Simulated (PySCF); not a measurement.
**Working out the excitation energy of Se**

Se [Ar] 3d10 4s2 4p4 (3P) → Se [Ar] 3d10 4s2 4p3 5s1 (5S). Calculation: PySCF 2.14, in aug-cc-pVDZ-DK; the spin-free X2C one-electron Hamiltonian (Gaussian nucleus). Frozen: [Ar] 3d10. Energies in hartree (1 hartree = 27.21139 eV):

```csv
part,Se (lower),Se (upper)
UHF,-2427.961290,-2427.758422
CCSD correlation,-0.091754,-0.084853
(T),-0.001513,-0.001446
```

What does Hartree-Fock give?

(-2427.758422) − (-2427.961290) = 0.202868 hartree = 5.520 eV.

What do CCSD and CCSD(T) give?

The CCSD correlation energies differ by 0.006901 hartree = 0.188 eV and the triples by 0.000067 hartree = 0.002 eV, so CCSD gives 5.708 eV and CCSD(T) 5.710 eV.

Measured between the centres of the two terms (NIST): 5.857 eV, so CCSD(T) (valence) is off by -0.147 eV.

A double-zeta basis recovers only part of the correlation energy.

What remains against the reference includes basis incompleteness, the frozen core and higher excitations.
